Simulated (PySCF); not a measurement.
## Correlation energy of Ba³⁹⁺ (barium, charge +39)

[Ne] 3s2 3p5, 2P determinant. Computed with PySCF 2.14 in an uncontracted even-tempered set (16 s from 6.9 bohr⁻², ratio 2.5; 10 p from 9 bohr⁻², ratio 2.5; 5 d from 40 bohr⁻², ratio 2.7; 4 f from 60 bohr⁻², ratio 2.7), with the non-relativistic Hamiltonian (point nucleus). Frozen: 1s2; 15 electrons correlated; the 17 highest virtual orbitals of each spin left out.

| level | correlation energy (mhartree) |
| --- | --- |
| CCSD | -601.59 |
| (T) | -1.28 |
| CCSD(T) | -602.87 |

Diagnostics: T1 = 0.00064, D1 = 0.0030, largest double amplitude 0.024.

A non-relativistic calculation at this Z misses sizeable relativistic shifts. Spin-orbit coupling, absent here, splits the open shell strongly.

Cost of the coupled-cluster step: roughly 23 core-seconds, for 15 correlated electrons.

Iterations:

```
CC2 = 0
CCSD nocc = (np.int64(8), np.int64(7)), nmo = (81, 81)
frozen orbitals [[0, 82, 83, 84, 85, 86, 87, 88, 89, 90, 91, 92, 93, 94, 95, 96, 97, 98], [0, 82, 83, 84, 85, 86, 87, 88, 89, 90, 91, 92, 93, 94, 95, 96, 97, 98]]
max_cycle = 100
direct = 0
conv_tol = 1e-08
conv_tol_normt = 1e-06
diis_space = 8
diis_start_cycle = 0
Init t2, MP2 energy = -0.58648656060905
Init E_corr(UCCSD) = -0.586486560611146
cycle = 1  E_corr(UCCSD) = -0.598706169042573  dE = -0.0122196084  norm(t1,t2) = 0.00850213
cycle = 2  E_corr(UCCSD) = -0.601058902937957  dE = -0.0023527339  norm(t1,t2) = 0.00178119
cycle = 3  E_corr(UCCSD) = -0.601601725993531  dE = -0.000542823056  norm(t1,t2) = 0.000413246
cycle = 4  E_corr(UCCSD) = -0.601592409054084  dE = 9.31693945e-06  norm(t1,t2) = 2.19922e-05
cycle = 5  E_corr(UCCSD) = -0.601592345322317  dE = 6.37317675e-08  norm(t1,t2) = 1.49365e-06
cycle = 6  E_corr(UCCSD) = -0.601592410418237  dE = -6.50959201e-08  norm(t1,t2) = 8.83981e-08
cycle = 7  E_corr(UCCSD) = -0.601592408472229  dE = 1.94600758e-09  norm(t1,t2) = 9.13429e-09
UCCSD converged
E(UCCSD) = -6612.598370390781  E_corr = -0.6015924084722292
UCCSD(T) correction = -0.00128062617528914
```

At this charge a non-relativistic calculation is a model, useful for the Z dependence of the correlation energy.
